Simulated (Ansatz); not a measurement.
One change: `C[CH2][Al]([CH3])[CH3]` becomes `C[CH2][Al]([CH3])[Cl]`.

Ansatz, PBE0-D4/def2-TZVP geometries, multiplicity 1. Each molecule was computed in one conformer, which needn't be the lowest.

```json
{"property": "LUMO energy (ωB97M-V/def2-TZVPP) / eV", "`C[CH2][Al]([CH3])[CH3]`": "1.15"}
{"property": "size of the dipole moment (PBE/def2-TZVPP) / D", "`C[CH2][Al]([CH3])[CH3]`": "0.09"}
{"property": "HOMO–LUMO gap (PBE0/def2-TZVPP) / eV", "`C[CH2][Al]([CH3])[CH3]`": "6.71"}
{"property": "HOMO energy (B3LYP/def2-TZVPP) / eV", "`C[CH2][Al]([CH3])[CH3]`": "-6.88"}
{"property": "LUMO energy (B3LYP/def2-TZVPP) / eV", "`C[CH2][Al]([CH3])[CH3]`": "-0.60"}
{"property": "HOMO energy (PBE0/def2-TZVPP) / eV", "`C[CH2][Al]([CH3])[CH3]`": "-7.07"}
```

Question: Give the same properties after the change, and the shifts. (Best estimate.)

Answer: The calculation gave: 
| property | `C[CH2][Al]([CH3])[Cl]` | shift |
| --- | --- | --- |
| LUMO energy (ωB97M-V/def2-TZVPP) / eV | 0.96 | -0.19 |
| size of the dipole moment (PBE/def2-TZVPP) / D | 2.01 | 1.92 |
| HOMO–LUMO gap (PBE0/def2-TZVPP) / eV | 6.91 | 0.20 |
| HOMO energy (B3LYP/def2-TZVPP) / eV | -7.33 | -0.45 |
| LUMO energy (B3LYP/def2-TZVPP) / eV | -0.85 | -0.25 |
| HOMO energy (PBE0/def2-TZVPP) / eV | -7.54 | -0.47 |

With PBE0 the HOMO falls by 0.47 eV and the LUMO falls by 0.27 eV, so the gap widens by about 0.20 eV. PBE moves the HOMO by -0.46 eV and ωB97M-V by -0.44 eV. Dipoles are sizes alone; their direction can turn.

Positive LUMOs are unbound, so they and the gaps depend on the basis.

B3LYP here is the variant with VWN-RPA as its local correlation; programs differ in this.
